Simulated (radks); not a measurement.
Problem. These are the eigenvalues of the occupied orbitals of an atom or ion with whole-number occupations (hartree). Method: scalar-relativistic Kohn-Sham, revPBE, spin-unpolarised, spherical densities, finite nucleus; Fermi nuclear charge, rms radius of each element as measured or else 0.836 A^(1/3) + 0.57 fm; computed with a radial shooting solver on a logarithmic mesh with Libxc functionals.

orbital  eigenvalue
1s        -2676.990
2s        -561.7504
2p        -507.1008
3s        -209.4831
3p        -193.2032
3d        -176.8916

Which element is it, and in what charge state? The configuration may be excited.

Solution. Z = 74, tungsten, charge +52: W52+ in [Ar] 3d4. The list shows which subshells hold electrons but not how many an open one holds; the 1s level, -2677 hartree, gives Z - s = 73.2 by -(Z - s)^2/2, which with screening and relativity narrows Z to a few neighbours, and the depths of the outer levels then fix element, charge and occupations together.
